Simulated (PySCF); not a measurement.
**Working out the ionisation energy of Br²⁺**

Br²⁺ [Ar] 3d10 4s2 4p3 (4S) → Br³⁺ [Ar] 3d10 4s2 4p2 (3P). All numbers are calculated (PySCF 2.14, the spin-free X2C one-electron Hamiltonian (Gaussian nucleus), in aug-cc-pVDZ-DK). Frozen: [Ar] 3d10. Energies in hartree (1 hartree = 27.21139 eV):

```csv
part,Br²⁺ (lower),Br³⁺ (upper)
UHF,-2603.161868,-2601.889477
MP2 opposite-spin,-0.042307,-0.037724
MP2 same-spin,-0.014899,-0.006782
```

Question: What does Hartree-Fock give?

Answer: (-2601.889477) − (-2603.161868) = 1.272391 hartree = 34.624 eV.

Question: What do MP2 and SCS-MP2 (6/5 opposite-spin, 1/3 same-spin) give?

Answer: The opposite-spin parts differ by 0.125 eV and the same-spin parts by 0.221 eV. MP2: 34.624 + (0.125) + (0.221) = 34.970 eV. SCS-MP2: 34.624 + 1.2 × (0.125) + (0.221)/3 = 34.848 eV.

A first-order spin-orbit estimate adds -0.413 eV to MP2 (valence), giving 34.557 eV against 34.871 ± 0.019 eV (measured; NIST Atomic Spectra Database, ionization energies).

A double-zeta basis recovers only part of the correlation energy.

What remains against the reference includes basis incompleteness, the frozen core and correlation beyond second order.
